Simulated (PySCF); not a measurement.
Compound: C3H5P3Si.
Z-matrix (Å and degrees, GFN2-xTB geometry), rows numbered from 1:
```
Si
C   1  1.9064
P   2  1.7402  1  113.83
C   3  1.7298  2  107.37  1  -179.72
P   4  1.7300  3  134.68  2    -0.28
C   5  1.7288  4  104.83  3     0.30
P   6  1.7309  5  134.65  4    -0.05
H   1  1.4656  2  108.87  3    64.52
H   1  1.4649  2  108.77  3   -54.54
H   1  1.4628  2  107.96  3  -175.07
H   4  1.0890  3  112.34  2   179.91
H   6  1.0890  5  113.05  4   179.94
```

Probes without a nucleus sit at each ring's centroid and 1 Å off its mean plane on both sides; NICS is minus the shielding there, NICSzz its component along the normal. Level: GIAO PBE0/pcSseg-1 (PySCF, non-relativistic, gas phase) on the GFN2-xTB geometry, one conformer.

Ring bond lengths (Å), with Mayer bond orders in brackets: C2–P3 1.740 (1.28), P3–C4 1.730 (1.33), C4–P5 1.730 (1.30), P5–C6 1.729 (1.31), C6–P7 1.731 (1.31), P7–C2 1.739 (1.29).

Task: What do the NICS probes read (ppm)?

Result: 
```tsv
ring	type	NICS(0)	NICS(1), two faces	NICS(1)zz, two faces	rms pucker (Å)	centre to ring atoms, mean (Å)
C2–P3–C4–P5–C6–P7	6-membered ring with 3 P; formal bonds all aromatic	-5.0	-9.1 / -9.1	-22.3 / -22.2	0.00	1.72
```

Task: What do they say, and how far can they be read as aromaticity?

Result: 
- C2–P3–C4–P5–C6–P7: mean NICS(1)zz -22.2 ppm, shielded.

Task: And the bond-length index? HOMA = 1 − mean of α(R − Ropt)² over the ring bonds, with Krygowski's 1993 parameters (CP: Ropt 1.698 Å, α 118.91 Å⁻²).

Result: 
- C2–P3–C4–P5–C6–P7: HOMA 0.85; the largest term is that of C2–P3, α(R − Ropt)² = 0.21.

Task: Give the inner angles of the rings and the Hirshfeld charges of the ring atoms.

Result: 
- C2–P3–C4–P5–C6–P7: C2 131.1° (-0.209 e), P3 107.4° (+0.134 e), C4 134.7° (-0.172 e), P5 104.8° (+0.137 e), C6 134.6° (-0.173 e), P7 107.4° (+0.132 e); sum 720.0° against 720° for a flat convex ring.
